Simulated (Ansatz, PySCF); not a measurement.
Noncovalent pair: HCl (SMILES Cl) (first 2 atoms) with H2 (SMILES [H][H]); geometry from B3LYP-D3(BJ)/def2-TZVP, rigid monomers moved along the line of their centres of mass till H2···H4 is 2.08 Å.
(charge 0, multiplicity 1):
```xyz
4

Cl    -0.118    -0.588    -0.721
H     -0.074    -0.402     0.547
H     -0.361    -0.007     2.572
H      0.358    -0.203     2.576
```

Interaction energies are E(AB) − E(A) − E(B) at the monomers' geometry in the complex; basis-set methods are counterpoise corrected.

Cores are frozen in the correlated methods. CBS(a, b) extrapolates the correlation energy as X⁻³ and adds the Hartree–Fock energy of set b.

The values were computed with Ansatz (Gaussian basis) for Hartree–Fock, density functionals and correlated methods; PySCF for the dispersion terms. Values without a source in brackets are computed.

PBE/def2-TZVPPD gives -0.60 kcal/mol for the interaction energy.

Problem. Where do these levels fall relative to PBE: PBE-D3(BJ)/def2-TZVPPD, r2SCAN/def2-TZVPPD, PBE0/def2-TZVPPD, wB97M-V/def2-TZVPPD, MP2/CBS(aug-cc-pV(T+d)Z, aug-cc-pV(Q+d)Z), CCSD(T)/CBS(aug-cc-pV(T+d)Z, aug-cc-pV(Q+d)Z).

Solution. PBE-D3(BJ)/def2-TZVPPD -0.32; r2SCAN/def2-TZVPPD 0.40; PBE0/def2-TZVPPD 0.14; wB97M-V/def2-TZVPPD 0.26; MP2/CBS(aug-cc-pV(T+d)Z, aug-cc-pV(Q+d)Z) 0.12; CCSD(T)/CBS(aug-cc-pV(T+d)Z, aug-cc-pV(Q+d)Z) 0.16 kcal/mol. 5 of 6 lie above PBE; the widest gap is to r2SCAN/def2-TZVPPD.

Ansatz is a quantum-chemistry and plane-wave program.
